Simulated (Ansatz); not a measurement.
A nudged elastic band was laid between two geometries of CH7B2N (11 atoms, charge 0, multiplicity 1).

The calculation used RKS r2SCAN-D4/def2-SVP in Ansatz.

* movable images: 7
* climbing image: yes
* spring: 5.0 eV/Å²
* optimiser: lbfgs
* start path: IDPP
* force threshold: 0.03 eV/Å
* iteration limit: 60
* end points: relaxed
* largest step: 0.5 Å

First end point:

```xyz
11
Properties=species:S:1:pos:R:3
C -0.533 1.634 0.536
B -0.782 0.231 -0.120
B 0.419 -0.808 -0.682
N 1.020 -1.875 -0.007
H -1.289 1.906 1.292
H -0.696 2.357 -0.292
H 0.477 1.823 0.931
H -1.950 -0.042 -0.351
H 0.815 -0.613 -1.822
H 1.733 -2.462 -0.425
H 0.787 -2.153 0.939
```

Last end point:

```xyz
11
Properties=species:S:1:pos:R:3
C -0.528 1.641 0.524
B -0.776 0.237 -0.130
B 0.424 -0.811 -0.676
N 1.008 -1.883 0.006
H -1.279 1.901 1.290
H -0.706 2.368 -0.295
H 0.484 1.834 0.913
H -1.943 -0.033 -0.368
H 0.837 -0.620 -1.811
H 0.759 -2.158 0.949
H 1.722 -2.476 -0.401
```

(1) Which bonds break or form, and what moves?

(2) Give the energies along the band, and the barrier.

(3) What is the geometry of the highest image?

Answers

(1) No bond is made or broken. The dihedral B2–B3–N4–H10 goes from 179 to 0°. The two ends are copies of one structure, up to a mirror image or an exchange of like atoms.

(2) It converged. The highest image is number 4 of 0 to 8, 126.9 kJ/mol above the ends, which have the same energy within 2 meV. Another band between the same ends (7 images) ends at a top of the same energy, where a vibrational analysis finds 1 clearly imaginary mode.

| image | path coordinate (Å) | energy (kJ/mol) | dihedral B2–B3–N4–H10 (°) |
| --- | --- | --- | --- |
| 0 | 0.00 | 0.0 | 179 |
| 1 | 0.53 | 4.3 | 166 |
| 2 | 1.05 | 38.6 | 151 |
| 3 | 1.58 | 100.0 | 143 |
| 4 | 2.11 | 126.9 | 125 |
| 5 | 2.64 | 99.1 | 94 |
| 6 | 3.18 | 35.6 | 50 |
| 7 | 3.73 | 2.9 | 10 |
| 8 | 4.27 | 0.0 | 0 |

(3) 
```xyz
11
Properties=species:S:1:pos:R:3:forces:R:3
C -0.805 1.535 0.559 0.00 0.00 0.00
B -0.741 0.210 -0.275 0.00 0.00 0.00
B 0.629 -0.683 -0.631 0.00 -0.01 0.01
N 0.948 -1.813 0.278 0.01 -0.01 0.00
H -1.715 1.640 1.170 0.00 0.00 0.00
H -0.890 2.320 -0.224 0.00 0.01 0.00
H 0.082 1.784 1.160 0.00 0.00 0.00
H -1.801 -0.200 -0.722 0.00 0.01 -0.01
H 1.341 -0.444 -1.606 -0.01 0.00 0.00
H 1.033 -2.658 -0.301 0.01 -0.01 0.00
H 1.919 -1.691 0.592 0.01 0.00 0.00
```

The run took 13 min on 2 threads of Arm Neoverse V1, on a shared host, peak memory 0.14 GiB.
